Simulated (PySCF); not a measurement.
## Electronic absorption of C5H8FNS

Compound: C₅H₈FNS.
Structure used (GFN2-xTB), in Å, numbered top down from 1:
```
atom  x, y, z in Å
C1    -2.844   -0.569    0.107
C2    -1.422   -0.183   -0.235
F3    -0.848   -1.156   -1.020
S4    -0.443    0.040    1.295
C5     1.062    0.811    0.613
C6     1.999   -0.221   -0.014
C7     3.195    0.419   -0.501
N8     4.134    0.946   -0.884
H9    -3.421   -0.691   -0.807
H10   -3.295    0.203    0.723
H11   -2.847   -1.509    0.654
H12   -1.363    0.747   -0.813
H13    0.757    1.569   -0.111
H14    1.541    1.301    1.461
H15    1.512   -0.728   -0.851
H16    2.275   -0.972    0.731
```

Method used: TDDFT CAM-B3LYP/def2-SVPD, vertical, gas phase, core orbitals frozen in the response (PySCF 2.14.0, density-fitted response routines).

**Question.** What does the calculation give for the low-lying excited states?

**Answer.** 

```csv
state,E (eV),λ (nm),ν̃ (cm⁻¹),f,|μ| (D),"main configurations (H = HOMO, L = LUMO)"
S1,5.75,215.6,46380,0.0006,0.16,H→L (74%)
S2,6.84,181.2,55180,0.034,1.15,"H→L+1 (62%), H→L+2 (20%)"
S3,7.03,176.3,56720,0.0092,0.59,"H→L+2 (66%), H→L+1 (21%)"
S4,7.47,165.9,60280,0.028,1.00,"H→L+3 (36%), H→L+5 (23%), H→L+4 (12%)"
S5,7.76,159.8,62590,0.0052,0.42,"H→L+5 (17%), H-2→L+4 (16%), H-2→L (9%)"
S6,7.84,158.2,63210,0.0055,0.43,"H→L+3 (38%), H→L+4 (23%), H→L+5 (11%)"
S7,7.89,157.1,63650,0.023,0.87,"H→L+4 (34%), H→L+5 (21%), H-2→L+4 (8%)"
S8,7.96,155.7,64240,0.0040,0.37,"H→L+6 (34%), H-1→L (18%), H→L+8 (9%)"
```

Triplets (Tamm–Dancoff): T1 5.28 eV, H→L (66%); T2 6.15 eV, H→L+2 (43%), H→L+4 (12%), H→L+6 (9%); T3 6.51 eV, H-2→L+5 (16%), H-3→L+4 (15%).

The lowest singlet lies at 5.75 eV (216 nm, ultraviolet) and is very weak; its leading configuration is HOMO→LUMO (74%). The strongest level in the table is S2 at 6.84 eV (181 nm, f = 0.034). Löwdin shares by element: HOMO sulfur 71%, carbon 16% or more; LUMO sulfur 46%, carbon 22% or more (atoms not listed hold the other 32%). The oscillator strengths of these states sum to 0.110; summed over the whole spectrum of an exact calculation they would give the number of electrons, 70 (Thomas–Reiche–Kuhn). Orbital energies (eV): HOMO-3 -11.13, HOMO-2 -10.94, HOMO-1 -10.57, HOMO -8.75, LUMO 0.75, LUMO+1 1.06, LUMO+2 1.29. The listed states span 2.21 eV, and the widest gap between neighbours is 1.09 eV (S1 to S2). Only the lowest 8 singlets were computed, as vertical energies without vibronic structure.

One conformer stands for the species.
